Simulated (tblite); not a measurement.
Compound: C₈H₁₁ (doublet state).
Bonds: C1–C2, C2–C3 (double), C3–C4, C3–C5, C5–C6, C6–C7 (double), C7–C8, C2–C8. Hydrogens: H9, H10, H11 on C1; H12, H13, H14 on C4; H15, H16 on C5; H17 on C6; H18, H19 on C8.
Bond orders are those of one Lewis drawing.

Computed with GFN2-xTB (tblite), gas phase: L-BFGS steps from a force-field or distance-geometry start until the largest atomic force falls under 0.01 eV/Å.

Step 0: E = -614.6963 eV
```
atom  x, y, z in Å  |  force x, y, z in eV/Å
C1     -1.0845    1.7987   -0.2721   -2.671   1.323  -0.432
C2     -0.6270    0.4456   -0.0075    1.268  -0.802   0.717
C3      0.6518    0.0793    0.1797   -1.635   0.171   0.190
C4      1.7501    1.0355    0.1064    2.309  -0.235   0.640
C5      0.9068   -1.3787    0.4558   -0.164  -0.004  -0.265
C6      0.1468   -2.1429   -0.6051   -1.832  -0.191  -0.832
C7     -1.1238   -1.7641   -0.7717    1.617   0.142   1.139
C8     -1.6412   -0.6435    0.0999   -0.705  -0.853  -0.982
H9     -2.0724    1.6586   -0.8096    0.786   0.478   0.361
H10    -1.3797    2.3811    0.6588    0.703  -0.581  -0.921
H11    -0.4830    2.4034   -0.9504    0.201  -0.102   0.413
H12     2.4483    0.6993   -0.7015   -0.461   0.619   0.375
H13     1.4899    2.0916    0.0337   -0.115  -0.409  -0.296
H14     2.3499    0.9325    1.0469   -0.239   0.157  -0.522
H15     0.4131   -1.6868    1.4070    0.707   0.316  -0.193
H16     1.9688   -1.6049    0.4124   -0.019  -0.145   0.270
H17     0.6076   -2.9340   -1.1784    0.058   0.126   0.149
H18    -1.6897   -1.0477    1.1238   -0.179   0.137  -0.135
H19    -2.6415   -0.3137   -0.2355    0.372  -0.146   0.324
```

Step 1: E = -614.9329 eV
```
atom  x, y, z in Å  |  force x, y, z in eV/Å
C1     -1.1227    1.8176   -0.2783   -0.479  -0.073  -0.130
C2     -0.6089    0.4342    0.0027   -1.913   0.948   0.016
C3      0.6284    0.0818    0.1824    1.709  -0.098   0.486
C4      1.7831    1.0322    0.1155    0.261  -0.210   0.262
C5      0.9045   -1.3788    0.4520   -0.168   0.021  -0.321
C6      0.1206   -2.1457   -0.6170    1.011  -0.741  -0.181
C7     -1.1007   -1.7621   -0.7554   -1.165   0.524   0.396
C8     -1.6513   -0.6557    0.0859    0.088  -0.578  -0.314
H9     -2.0611    1.6654   -0.8044   -0.183   0.319  -0.131
H10    -1.3696    2.3728    0.6456    0.391  -0.207  -0.408
H11    -0.4801    2.4019   -0.9445   -0.003  -0.111   0.426
H12     2.4417    0.7082   -0.6962   -0.068   0.360   0.009
H13     1.4882    2.0857    0.0295    0.064  -0.530  -0.221
H14     2.3465    0.9347    1.0395    0.214   0.046   0.140
H15     0.4232   -1.6823    1.4042    0.589   0.216  -0.129
H16     1.9686   -1.6070    0.4163   -0.111  -0.085   0.166
H17     0.6084   -2.9322   -1.1762   -0.041   0.129   0.113
H18    -1.6923   -1.0458    1.1219   -0.230   0.147  -0.256
H19    -2.6362   -0.3158   -0.2310    0.033  -0.075   0.078
```

Step 2: E = -615.0116 eV
```
atom  x, y, z in Å  |  force x, y, z in eV/Å
C1     -1.1407    1.8225   -0.2819    0.290  -0.227  -0.103
C2     -0.6280    0.4429    0.0061    0.282   0.183   0.222
C3      0.6433    0.0813    0.1896   -0.526   0.456   0.093
C4      1.7967    1.0284    0.1217   -0.234  -0.025   0.085
C5      0.9016   -1.3785    0.4467    0.060  -0.077  -0.335
C6      0.1256   -2.1561   -0.6230   -0.156   0.116   0.131
C7     -1.1086   -1.7547   -0.7452   -0.004  -0.313   0.017
C8     -1.6532   -0.6670    0.0775    0.027   0.025   0.136
H9     -2.0600    1.6716   -0.8045   -0.696   0.280  -0.398
H10    -1.3615    2.3676    0.6363    0.188   0.056  -0.053
H11    -0.4793    2.4001   -0.9372   -0.057  -0.111   0.368
H12     2.4388    0.7155   -0.6944    0.162   0.226  -0.165
H13     1.4885    2.0771    0.0253    0.087  -0.473  -0.164
H14     2.3482    0.9360    1.0390    0.460   0.030   0.434
H15     0.4340   -1.6781    1.4017    0.451   0.152  -0.044
H16     1.9670   -1.6087    0.4196   -0.113  -0.084   0.122
H17     0.6081   -2.9300   -1.1741    0.130  -0.217  -0.146
H18    -1.6960   -1.0433    1.1180   -0.229   0.094  -0.194
H19    -2.6341   -0.3174   -0.2286   -0.122  -0.090  -0.005
```

Question: Estimate the geometry and energy of step 3. (The exact step hangs on the optimiser's Hessian estimate; all steps are aligned on step 2, rigid shifts and turns removed.)

Answer: E = -615.0485 eV, largest force 0.578 eV/Å
```
atom  x, y, z in Å  |  force x, y, z in eV/Å
C1     -1.1412    1.8205   -0.2842   -0.043  -0.178  -0.113
C2     -0.6294    0.4479    0.0100    0.177  -0.034   0.159
C3      0.6402    0.0875    0.1927   -0.366   0.190   0.073
C4      1.7968    1.0271    0.1245   -0.034  -0.135   0.154
C5      0.9016   -1.3795    0.4406    0.010   0.079  -0.205
C6      0.1250   -2.1572   -0.6227   -0.161   0.066   0.047
C7     -1.1110   -1.7571   -0.7424    0.081  -0.351  -0.025
C8     -1.6533   -0.6695    0.0773   -0.006   0.192   0.088
H9     -2.0695    1.6771   -0.8101   -0.432   0.287  -0.255
H10    -1.3567    2.3670    0.6331    0.133   0.079  -0.013
H11    -0.4799    2.3980   -0.9301    0.037  -0.042   0.225
H12     2.4403    0.7206   -0.6963    0.113   0.185  -0.089
H13     1.4898    2.0682    0.0219    0.039  -0.246  -0.137
H14     2.3550    0.9367    1.0449    0.341   0.038   0.256
H15     0.4430   -1.6749    1.4004    0.391   0.130  -0.033
H16     1.9651   -1.6103    0.4221   -0.043  -0.067   0.058
H17     0.6098   -2.9324   -1.1756    0.073  -0.149  -0.099
H18    -1.7002   -1.0413    1.1143   -0.216   0.047  -0.073
H19    -2.6353   -0.3190   -0.2280   -0.094  -0.093  -0.019
```

The energy changes by -0.0368 eV. The first-order estimate −F·Δx gives -0.0447 eV and the mean of the old and new forces, exact on a quadratic surface, -0.0369 eV. The step makes an angle of 29° with the force vector and moves no atom by more than 0.012 Å.

What follows is the cost of the whole relaxation. Time: 0.83 s wall. Hardware: one thread, Arm Neoverse V1 (aarch64), no GPU, shared host with 32 logical CPUs at a one-minute load of 26.
